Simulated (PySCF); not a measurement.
NICS in rings of unrelated molecules.

NICS is the negative of the GIAO shielding at a point without a nucleus: at the ring centre (0) and 1 Å above and below it (1); zz is the component along the ring normal. Level: GIAO PBE0/pcSseg-1 (PySCF, non-relativistic, gas phase) on the GFN2-xTB geometries, one conformer each. Atom numbers follow the mapped SMILES.

Question: Order these rings by mean NICS(1)zz, lowest (most negative) first (ppm).
A. ring Si3–Si8–C9–Si10 in `[N:1]#[C:2][Si:3]1([C:4]([F:5])([F:6])[F:7])[SiH2:8][CH2:9][SiH2:10]1`
B. ring P4–C5–C6 in `[CH3:1][S:2][CH2:3][P@@H+:4]1[CH2:5][C@@H:6]1[CH3:7]` (charge +1)
C. ring P3–C5–C6–O7–C8–C9 in `[CH3:1][N:2]=[P:3]1([CH3:4])[CH2:5][CH2:6][O:7][CH2:8][CH2:9]1`
D. ring C3–C4–O5–C6–C7–C8 in `[CH:1]#[C:2][c:3]1[cH:4][o:5][cH:6][cH:7][c:8]1=[S:9]`
E. ring C3–C4–C5–C6–C7–C8 in `[O:1]=[N:2][c:3]1[cH:4][cH:5][cH:6][cH:7][cH:8]1`
F. ring C3–C4–C5–C6–N7–C8 in `[O:1]=[CH:2][c:3]1[cH:4][cH:5][cH:6][n:7][cH:8]1`
G. ring N4–C5–C6–N9–N10 in `[CH3:1][CH2:2][CH2:3][n:4]1[cH:5][c:6]([C:7]#[N:8])[n:9][n:10]1`

Answer: G (-32.1), F (-27.6), E (-26.4), B (-19.3), D (-4.3), C (3.3), A (5.3).

| SMILES | ring | NICS(0) | NICS(1) | NICS(1)zz | HOMA | rms pucker (Å) | ring atoms with four or more neighbours |
| --- | --- | --- | --- | --- | --- | --- | --- |
| CCCn1cc(C#N)nn1 | 5-membered ring with 3 N; formal bonds all aromatic | -13.4 | -13.0 | -32.1 | 0.93 | 0.00 | 0 |
| O=Cc1cccnc1 | 6-membered ring with N; formal bonds all aromatic | -7.0 | -11.1 | -27.6 | 0.99 | 0.00 | 0 |
| O=Nc1ccccc1 | 6-membered carbocycle; formal bonds all aromatic | -7.4 | -10.3 | -26.4 | 0.98 | 0.00 | 0 |
| CSC[P@@H+]1C[C@@H]1C | 3-membered ring with P; formal bonds all single | -34.8 | -8.8 | -19.3 | – | 0.00 | 3 |
| C#Cc1coccc1=S | 6-membered ring with O; bonds drawn aromatic by RDKit's count | 1.5 | -3.1 | -4.3 | 0.28 | 0.00 | 0 |
| CN=P1(C)CCOCC1 | 6-membered ring with O and P; formal bonds all single | -1.8 | -1.7 | 3.3 | – | 0.28 | 5 |
| N#C[Si]1(C(F)(F)F)[SiH2]C[SiH2]1 | 4-membered ring with 3 Si; formal bonds all single | 1.8 | -0.7 | 5.3 | – | 0.00 | 4 |

NICS(0) gives another order. The isotropic NICS(1) gives the same order. Over the 4 rings with a HOMA value its correlation coefficient with NICS(1)zz is -0.96. HOMA uses Krygowski's 1993 parameters; it is left out where a ring has a four-coordinate atom, a triple bond, no multiple bond or a kind of bond without parameters. NICS(1) and NICS(1)zz are means over the two faces.
